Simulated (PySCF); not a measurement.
Computed IR spectrum (relative IR intensity) of a molecule C₆H₆S₂. Geometry: PBE0-D3(BJ)/def2-SVP. The values are those of a single conformer. Computed with PySCF with PBE0-D3(BJ)/def2-SVP. Frequencies are harmonic and unscaled.

Lines under 2 % of the strongest are left out, and lines within 2 cm⁻¹ are merged.

| ν (cm⁻¹) | relative intensity |
|---|---|
| 78 | 32 |
| 105 | 12 |
| 333 | 3.9 |
| 502 | 23 |
| 552 | 10 |
| 822 | 27 |
| 838 | 12 |
| 925 | 18 |
| 1025 | 15 |
| 1135 | 6.6 |
| 1149 | 72 |
| 1363 | 16 |
| 1455 | 5.0 |
| 1519 | 100 |
| 3201 | 7.0 |
| 3215 | 6.1 |

Problem. Identify the compound among the candidates.
(A) Sc1ccccc1S
(B) Sc1ccc(S)cc1
(C) Sc1cccc(S)c1
(D) C=Cc1cscc1S

Solution. B, Sc1ccc(S)cc1
